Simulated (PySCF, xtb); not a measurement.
HfF3Cl, SMILES [Cl][Hf]([F])([F])[F], multiplicity 1.

Harmonic wavenumbers (cm⁻¹) from GFN2-xTB (xtb) at its own minimum, in rising order: 88, 89, 112, 113, 113, 365, 475, 512, 512.

**Question.** What does PySCF with B3LYP-D3(BJ)/def2-SVP give at its own minimum? (Estimate from the structure and the level; the computed values follow.)

**Answer.** 122, 122, 157, 161, 161, 388, 675, 675, 680. Paired by order, the mean absolute difference is 85 cm⁻¹ and the zero-point energies are 3.4 and 4.5 kcal/mol.
